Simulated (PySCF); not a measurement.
```xyz
4
charge 0 multiplicity 1, angstrom
Pb    0.0000    0.0000   -0.5768
O     0.0000    0.0000   -2.4753
Br   -1.9828    0.0000    1.0142
Br    1.9828    0.0000    1.0142
```

Computed with PBE0/[Pb def2-TZVP with ECP60, O def2-TZVP, Br def2-TZVP], scalar-relativistic core potentials, density fitting, no spin–orbit coupling, PySCF.

This geometry of PbOBr₂ is a stationary point at this level.

(1) What is the point group?

(2) Is it a minimum?

(3) What are the dipole moment and the gap between the highest occupied and lowest empty levels?

(4) Give the ideal-gas entropy at 298.15 K and 1 bar by parts.

(5) What is the atomisation energy, with and without zero-point energy?

Answers

(1) C2v.

(2) Yes: all harmonic wavenumbers are real.

(3) 1.92 D and 4.06 eV.

(4) translation 183.0, rotation 122.1, vibration 64.6, spin 0.0; total 369.7 J/(mol K).

(5) 769 kJ/mol without, 760 kJ/mol with.

Other isomers or separated fragments may lie lower. With an element this heavy the missing spin–orbit coupling can shift these numbers.
